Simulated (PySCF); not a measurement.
In(I)(Me)2 (C2H6IIn), SMILES [CH3][In]([CH3])[I].

The structure is a stationary point at PBE-D3(BJ)/def2-SVP. The structure was generated by enumeration; whether it is a known compound was not checked. The def2 effective core potentials stand for the cores of I, In; spin–orbit coupling is left out.

Two levels are set side by side: PBE/def2-TZVP (PySCF) and ωB97X/def2-TZVP (PySCF). Same geometry, gas phase. Differences are taken from unrounded values.

```json
[
 {"quantity": "orbital gap (eV)", "PBE": "3.69"},
 {"quantity": "highest occupied level (eV)", "PBE": "-5.81"},
 {"quantity": "lowest empty level (eV)", "PBE": "-2.13"},
 {"quantity": "dipole moment (D)", "PBE": "3.54"},
 {"quantity": "mean polarisability (bohr³)", "PBE": "103.3"}
]
```

### Question
These are the PBE values. What does ωB97X give? (An estimate is asked for; the answer gives what the named calculation found.)

### Answer

```csv
quantity,ωB97X,PBE minus ωB97X
orbital gap (eV),9.36,-5.67
highest occupied level (eV),-9.10,3.29
lowest empty level (eV),0.26,-2.39
dipole moment (D),3.72,-0.18
mean polarisability (bohr³),97.8,5.5
```

PBE's occupied levels lie high since its potential decays too fast outside the molecule; exact exchange lowers them and widens the gap. Loosely held outer electrons make PBE densities more polarisable. Differences between two approximate levels are no errors against the true value.

Rough cost on one machine, each run with all the roots and properties that it gave: ωB97X against PBE within a factor of 2.
